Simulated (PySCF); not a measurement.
The dipole of `COC(=S)CC(=O)O` from its density and from atomic charges.

Coordinates (GFN2-xTB, Å) and charges (e) from the PBE0/pcSseg-1 density (PySCF):

| atom | x | y | z | Mulliken | IAO | Hirshfeld | ESP-fitted |
| --- | --- | --- | --- | --- | --- | --- | --- |
| C1 | -2.371 | -0.400 | 0.783 | -0.0270 | -0.2147 | -0.0340 | -0.0365 |
| O2 | -1.169 | 0.334 | 0.649 | -0.3885 | -0.2648 | -0.0638 | -0.2340 |
| C3 | -0.452 | 0.158 | -0.444 | +0.0027 | +0.1431 | +0.1108 | +0.3495 |
| S4 | -0.873 | -0.806 | -1.687 | -0.1304 | -0.1800 | -0.1659 | -0.2959 |
| C5 | 0.843 | 0.924 | -0.418 | -0.1353 | -0.3350 | -0.0857 | -0.4267 |
| C6 | 1.902 | 0.037 | 0.225 | +0.4219 | +0.5437 | +0.2167 | +0.7647 |
| O7 | 1.883 | -0.346 | 1.360 | -0.3874 | -0.4555 | -0.2728 | -0.5407 |
| O8 | 2.858 | -0.278 | -0.645 | -0.3483 | -0.4693 | -0.1621 | -0.6117 |
| H9 | -2.801 | -0.109 | 1.738 | +0.1341 | +0.1671 | +0.0595 | +0.1055 |
| H10 | -2.165 | -1.473 | 0.768 | +0.1344 | +0.1598 | +0.0463 | +0.0823 |
| H11 | -3.055 | -0.165 | -0.036 | +0.1325 | +0.1576 | +0.0429 | +0.0689 |
| H12 | 0.721 | 1.816 | 0.197 | +0.1705 | +0.1837 | +0.0607 | +0.1716 |
| H13 | 1.159 | 1.172 | -1.429 | +0.1737 | +0.1879 | +0.0537 | +0.1571 |
| H14 | 3.518 | -0.866 | -0.243 | +0.2471 | +0.3763 | +0.1935 | +0.4461 |

Compute μ = Σ q r for each scheme (1 e·Å = 4.803 D) and compare with the dipole of the full density.

The full density gives (-0.08, 0.85, 0.51) D, 1.00 D in size; dipole vectors point from the negative to the positive end.

| scheme | μx | μy | μz | size (D) | share of the full size (%) | angle to the full dipole (°) |
| --- | --- | --- | --- | --- | --- | --- |
| Mulliken | -1.36 | 0.83 | -0.71 | 1.75 | 176 | 75 |
| IAO | -0.76 | 0.54 | -0.34 | 0.99 | 99 | 69 |
| Hirshfeld | 0.01 | 0.65 | 0.03 | 0.65 | 66 | 29 |
| ESP-fitted | -0.10 | 0.90 | 0.57 | 1.07 | 107 | 2 |

Which set comes closest?

Length of the difference vector: ESP-fitted 0.08 D, Hirshfeld 0.53 D, IAO 1.13 D, Mulliken 1.77 D. Closest: ESP-fitted. ESP charges are fitted to the potential around the molecule, whose slowest-falling term is the dipole's. The schemes that divide the density aren't constrained to reproduce the dipole.

What is left for the Hirshfeld atoms' own dipoles?

The shares of the density sum to the whole, so what Σ q r misses lies in dipoles about the nuclei. The atomic dipoles sum to (-0.08, 0.85, 0.51) − (0.01, 0.65, 0.03) = (-0.09, 0.20, 0.48) D, 0.53 D in size.

With the origin at the mean of the coordinates, (0.000, 0.000, 0.058) Å, which are the largest single terms, by size, of the Hirshfeld dipole along the direction of the full one?

S4 +1.20, H14 -1.10, O8 +0.65, H12 +0.46, O7 -0.29 D; all 14 atoms together +0.57 D. The single terms depend on the origin, their sum doesn't.

Give the size of the full dipole in other units.

1.00 D = 0.392 au = 0.207 e·Å = 3.32 × 10⁻³⁰ C·m.

Isolated species at its GFN2-xTB geometry (one conformer only).

Shape of the structure used: `[CH3:1][O:2][C:3](=[S:4])[CH2:5][C:6](=[O:7])[OH:8]`: C1–O2–C3–S4 2°, O2–C3–C5–C6 89°, C3–C5–C6–O7 -64°, H–O8–C6–C5 -178°.
